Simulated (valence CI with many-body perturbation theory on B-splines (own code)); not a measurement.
# Questions on Sm31+

Method: configuration interaction combined with many-body perturbation theory (CI+MBPT): three valence electrons over a frozen Dirac-Fock core [Ar] 3d10, a basis of 11 s, 11 p, 9 d, 7 f, 5 g, 2 h, 1 i functions for each j, with the one-electron correlation potential Σ1, the two-electron term Σ2, the three-electron term Σ3, Breit, model QED; selected CI, second order for the rest (own B-spline code, finite nucleus).

No measured spectrum was set against this ion. As an estimate, large intervals hold to a few tenths of a per cent, small ones and those within an open d or f shell to about a per cent.

Levels are named by their leading jj configuration (3d3/2^4 stands for four electrons in 3d with j = 3/2), which in mixed levels can hold well under half, so a name can repeat and another be missing.

Rates and lifetimes use the calculated energies. Strong lines usually hold to 10 to 20 %, long lifetimes can be off by a factor of two.

**Question.** What is the ground level?

**Answer.** (4s^2 4p1/2) J=1/2, composition 99 % 4s2 4p 2P°, g = 0.662.

**Question.** Name the longest-lived excited levels whose lifetime is computed, and their main decay.

**Answer.** (4s 4p3/2 4d5/2) J=9/2 at 2041100 cm⁻¹ lives 5.11 μs, mostly by M1 to (4s 4p1/2 4d5/2) J=7/2; (4s^2 4p3/2) J=3/2 at 303930 cm⁻¹ lives 3.91 μs, mostly by M1 to (4s^2 4p1/2) J=1/2.

**Question.** Among levels below 2930900 cm⁻¹, which E1 lines absorb most strongly from the ground level?

**Answer.** to (4s 4p3/2^2) J=3/2 at 8.212 nm, f = 0.433; to (4s^2 4d3/2) J=3/2 at 7.743 nm, f = 0.413; to (4s 4p1/2 4p3/2) J=1/2 at 10.82 nm, f = 0.391.

**Question.** What is the ionisation energy?

**Answer.** 1227.8 eV; NIST lists 1226 ± 4 eV (theoretical).

**Question.** How well does LS coupling describe the low levels?

**Answer.** Among the lowest 20 levels the leading LS term, summed over configurations, holds 68 % on average. For single configurations the figures are 65 % in LS and 80 % in jj coupling. Terms mix most in the J = 3/2 level at 1458700 cm⁻¹, where the leading one holds 44 %.

**Question.** Where does the other parity begin?

**Answer.** At (4s 4p1/2^2) J=1/2, 544580 cm⁻¹.

**Question.** What are the static dipole polarisabilities of the lowest levels?

**Answer.** (4s^2 4p1/2) J=1/2 0.0858 bohr³, of which the core gives 0.00535.
